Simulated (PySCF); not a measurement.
Cl⁺: excitation energy

Cl⁺ [Ne] 3s2 3p4 (3P) → Cl⁺ [Ne] 3s1 3p5 (3P), as a difference of total energies. Calculation: PySCF 2.14, in ANO-RCC-VTZP (5s4p2d1f, 34 functions); scalar relativity by spin-free X2C-1e. Correlated levels: valence: [Ne] frozen; valence and next inner shell: 1s2 frozen. The calculations carry no spin-orbit coupling.

| method | excitation energy (eV) | error (eV) |
| --- | --- | --- |
| UHF | 14.478 | +2.905 |
| LDA | 12.420 | +0.847 |
| PBE | 12.479 | +0.906 |
| PBE0 | 13.010 | +1.437 |
| r2SCAN | 12.746 | +1.173 |
| r2SCANh | 12.909 | +1.336 |
| revPBE | 12.450 | +0.877 |
| LC-wPBE | 13.098 | +1.525 |
| M06-2X | 12.939 | +1.366 |
| MP2 (valence) | 13.152 | +1.579 |
| SCS-MP2 (valence) | 12.989 | +1.416 |
| MP2 (valence and next inner shell) | 13.153 | +1.580 |
| SCS-MP2 (valence and next inner shell) | 12.987 | +1.414 |

Reference: 11.573 eV (measured; NIST levels, between the centres of gravity of the two terms).

Errors of the correlated levels include the incompleteness of this basis and the frozen core.
